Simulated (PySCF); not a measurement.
ZrO₂ + 2 H₂O → ZrH₄ + 2 O₂

Level: PBE in the def2-TZVP basis family, computed in PySCF with density fitting; scalar-relativistic core potentials for atoms from Rb on, none lighter, no spin–orbit coupling; open shells unrestricted.

| species | state and structure | E (Eh) | ZPE (kJ/mol) | H(298 K) − H(0) (kJ/mol) | S° (J/(mol K)) |
| --- | --- | --- | --- | --- | --- |
| ZrO₂ | singlet, C2v, Zr–O 1.782 Å (×2); O–Zr–O 106.7° | -197.49325 | 12.3 | 11.3 | 268.4 |
| H₂O | singlet, C2v, O–H 0.971 Å (×2); H–O–H 104.3° | -76.37680 | 54.3 | 9.9 | 189.0 |
| ZrH₄ | singlet, Td, Zr–H 1.852 Å (×4) | -49.35089 | 56.6 | 12.3 | 232.1 |
| O₂ | triplet, D∞h, O–O 1.219 Å | -150.24892 | 9.3 | 8.7 | 205.2 |

What is the electronic reaction energy?

At PBE/def2-TZVP, ΔE = 1045.3 kJ/mol from the differences of the total energies times 2625.5, uphill. 

Add zero-point, thermal and entropy terms for 298.15 K and 1 bar.

ΔZPE = -45.7 and Δ[H(298) − H(0)] = -1.4 kJ/mol give ΔH° = 998.2 kJ/mol. ΔS° = -3.9 J/(mol K), so ΔG° = 998.2 − 298.15 × (-0.0039) = 999 kJ/mol.

Only the bonding shown was studied: isomers, or loss of a ligand pair, can lie lower.
